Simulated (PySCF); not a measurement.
A structure optimised at PBE-D3(BJ)/def2-SVP, used in a PySCF frequency run:

```
Ge
C 1 1.9856
H 2 1.1074 1 110.90
H 2 1.1074 3 108.71 1 -122.18
H 2 1.1113 3 108.54 4 -117.88
C 1 1.9856 2 109.03 3 179.02
H 6 1.1074 1 110.90 2 -179.02
H 6 1.1074 7 108.71 1 122.18
H 6 1.1113 7 108.54 8 117.88
C 1 1.9856 2 109.03 3 60.09
H 10 1.1074 1 110.90 2 -60.09
H 10 1.1074 11 108.71 1 122.18
H 10 1.1113 11 108.54 12 117.88
```
Charge 0, spin multiplicity 2.

Task: Write its SMILES, formula and point group.

Result: [CH3][Ge]([CH3])[CH3], C3H9Ge, C3v

Task: What are its rotational constants (standard atomic weights)?

Result: 4.7562, 4.7562, 2.8704 GHz
